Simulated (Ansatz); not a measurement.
This Ansatz (a program for electronic structure) input (B3LYP/aug-cc-pVDZ) gives -37.85420 Eh with 23 basis functions. A basis named .json is the Basis Set Exchange file of that set (core-valence sets with the plain set on hydrogen).

Ansatz 0.2 input:
```yaml
crystal:
  periodic: [false, false, false]
  atoms:
    - {symbol: C, position_ang: [0.00000000, 0.00000000, 0.00000000]}
basis:
  gaussian:
    orbitals: aug-cc-pVDZ
hamiltonian:
  xc: {name: B3LYP}
magnetization: {spin_polarized: true, initial_magnetization: 2}
scf: {lower_state_search: full}
```

Change:
```diff
- orbitals: aug-cc-pVDZ
+ orbitals: aug-pcseg-1.json
```

Task: What does the run give now?

Result: -37.84284 Eh (B3LYP/aug-pcseg-1, 23 functions), a change of +11.36 mEh.
